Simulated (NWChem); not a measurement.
System: C₄H₃FS; SMILES Fc1ccsc1

```xyz
9

F     -0.2575    -2.3164     0.0000
C     -0.0658    -1.0038     0.0000
C      1.2340    -0.4300     0.0000
C      1.1689     0.9371     0.0000
S     -0.4510     1.5052     0.0000
C     -1.0845    -0.0906     0.0000
H      2.1539    -1.0148     0.0000
H      1.9957     1.6461     0.0000
H     -2.1545    -0.2871     0.0000
```
Atoms are numbered in this order, from 1.

Program: NWChem. Pople sets run with spherical d functions. Geometry: optimised at PBE0/def2-SVP. Vzz is the largest principal value of the second derivative of the potential at the nucleus (NWChem prints the opposite sign); η is the asymmetry. Non-relativistic.

```tsv
level	Vzz S5 (a.u.)	η S5	relative time
Hartree-Fock/6-31G*	1.975	0.70	1
Hartree-Fock/cc-pVTZ	1.969	0.61	5
CAM-B3LYP/6-31G*	1.859	0.74	4
```

Times are rough ratios from one shared machine.
